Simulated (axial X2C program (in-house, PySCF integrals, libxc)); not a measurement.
## Potential curves of RuO⁺, two-component

Calculated with an axial X2C code built on PySCF integrals. Two-component (2c) means X2C with spin–orbit coupling and atomic mean-field two-electron Coulomb and Gaunt terms. Basis: Ru dyall-cv3z [12s12p8d5f3g], O dyall-av3z [7s6p3d2f] (cores contracted in-house); Gaussian nuclei, density fitting, unrestricted open shells. Masses: Ru 101.904 u, O 15.995 u.

State: Ω = 7/2 (⟨Sz⟩ = 1.50, ⟨Lz⟩ = 2.00 at r2SCAN). Energies in eV from the lowest point of each curve. Fits are polynomials in 1 − R0/R over 0.85 to 1.23 times the lowest point R0.

| R (Å) | r2SCAN |
| --- | --- |
| 1.5576 | 0.3748 |
| 1.6073 | 0.1012 |
| 1.6570 | 0.0000 |
| 1.7150 | 0.0472 |
| 1.7730 | 0.2246 |
| 1.8476 | 0.5819 |

Occupations by symmetry block were frozen at the best pattern of an incomplete PBE0 search. Density functionals use the spin component along the axis (collinear). PBE0 can misorder states that lie within some tenths of an eV, so this need not be the ground state of the molecule. The nearest other 2c determinant of the search, Ω = 1/2, lies 0.20 eV up at the distance of the search. The functionals have no current-density term, which raises determinants with orbital currents, atoms included. With several unpaired electrons one determinant need not be a pure state.

Q: Fit the r2SCAN curve near its minimum: give the equilibrium distance and the harmonic wavenumber.

A: At r2SCAN, 2c: Re = 1.668 Å, ωe ≈ 994 cm⁻¹; Be follows as 0.438 cm⁻¹.
